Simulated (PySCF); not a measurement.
## Electron correlation in Bi⁺ (bismuth, charge +1)

[Xe] 4f14 5d10 6s2 6p2, high-spin 3P determinant. Computed with PySCF 2.14 in x2c-TZVPPall (11s7p6d3f, 83 functions), with the spin-free X2C one-electron Hamiltonian (Gaussian nucleus). Frozen: [Xe] 4f14 5d10; 4 electrons correlated.

```tsv
level	correlation energy (mhartree)
CCSD	-46.86
(T)	-0.87
CCSD(T)	-47.73
```

Diagnostics: T1 = 0.0055, D1 = 0.0143, largest double amplitude 0.071.

**Question.** Is a single reference adequate?

**Answer.** Mostly. T1 lies below 0.03, but a double amplitude of this size points to a near-degeneracy that CCSD handles and MP2 describes poorly.

Spin-orbit coupling is strong in this species, so the high-spin LS determinant is a model state.
